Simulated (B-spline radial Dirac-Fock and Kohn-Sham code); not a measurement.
**Auger decay of the M1 hole in Lu⁷⁺**

System: lutetium as Lu⁷⁺ in the configuration 1s2 2s2 2p6 3s2 3p6 3d10 4s2 4p6 4d10 4f13 5s2 5p3.

Level of theory: one-electron (LDA, Dirac) transition rates at Dirac-Fock energies; a B-spline atomic structure program. Kinetic energies are configuration averages from the vacuum level; the two-hole energies are estimated from single-hole states.

| transition | kinetic energy (eV) | width (meV) | share (%) |
| --- | --- | --- | --- |
| M1-M2O1 | 43.82 | 188 | 1.3 |
| M1-M2N6 | 77.12 | 694 | 4.9 |
| M1-M2N7 | 78.67 | 930 | 6.6 |
| M1-M2O3 | 82.19 | 134 | 1.0 |
| M1-M3N4 | 109.7 | 628 | 4.5 |
| M1-M3N5 | 120.2 | 912 | 6.5 |
| M1-M4N1 | 189.3 | 469 | 3.3 |
| M1-M5N1 | 240.4 | 669 | 4.7 |
| M1-M3O1 | 282.6 | 205 | 1.5 |
| M1-M4N2 | – | 103 | 0.7 |
| M1-M3N6 | 315.5 | 2610 | 18.5 |
| M1-M3N7 | 317.6 | 3280 | 23.3 |
| M1-M3O3 | 321.0 | 125 | 0.9 |
| M1-M5N3 | 391.5 | 197 | 1.4 |
| M1-M4N4 | 497.7 | 160 | 1.1 |
| M1-M4N5 | 506.8 | 204 | 1.4 |
| M1-M5N4 | 547.6 | 225 | 1.6 |
| M1-M5N5 | 558.6 | 328 | 2.3 |
| M1-M4N6 | 703.6 | 132 | 0.9 |
| M1-M4N7 | 704.9 | 124 | 0.9 |
| M1-M5N6 | 754.1 | 151 | 1.1 |
| M1-M5N7 | 756.3 | 237 | 1.7 |
| M1-N1N4 | 1630.4 | 110 | 0.8 |
| M1-N1N5 | 1640.5 | 157 | 1.1 |

A dash stands for an energy that rests on an unreliable hole state.

Coster-Kronig rates are the weakest part of this model and often come out 1.5 to 2.5 times too large. The listed channels hold 92 % of the non-radiative rate. Summed by principal shells, of 14.1 eV in all: MMN 86.3 %, MMO 7.2 %, MNN 5.8 %, MNO 0.7 %.

Values without a named source are computed, but for edge energies of neutral atoms, which are taken from tables.
